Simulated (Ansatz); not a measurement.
Gas-phase reaction R1 → 2 P1 + 4 P2 + P3, each structure at its B3LYP-D3(BJ)/def2-TZVP stationary point, reached from a drawn start (curvature not checked).
R1: H2O4S (SMILES O=S(=O)(O)O), charge 0, multiplicity 1.
P1: H atom, charge 0, multiplicity 2.
P2: O atom, charge 0, multiplicity 3.
P3: S atom, charge 0, multiplicity 3.

P less R. No zero-point or thermal terms; singlets are restricted closed shells; open shells are unrestricted; no spin–orbit coupling. One arrangement of each flexible species, with no search for the lowest.

Cores are frozen in the correlated methods.

The values were computed with Ansatz (an electronic-structure program). All values are computed, each at the level named.

PBE/def2-TZVPP gives 626.40 kcal/mol for the reaction energy.

### Question
Where do these levels fall relative to PBE: r2SCAN/def2-TZVPP, PBE0/def2-TZVPP, wB97M-V/def2-TZVPP, B2PLYP/def2-TZVPP, MP2/cc-pV(Q+d)Z, CCSD(T)/cc-pV(Q+d)Z.

### Answer
r2SCAN/def2-TZVPP -21.84; PBE0/def2-TZVPP -35.85; wB97M-V/def2-TZVPP -26.59; B2PLYP/def2-TZVPP -41.68; MP2/cc-pV(Q+d)Z 0.59; CCSD(T)/cc-pV(Q+d)Z -37.77 kcal/mol. 1 of 6 lie above PBE; the widest gap is to B2PLYP/def2-TZVPP.
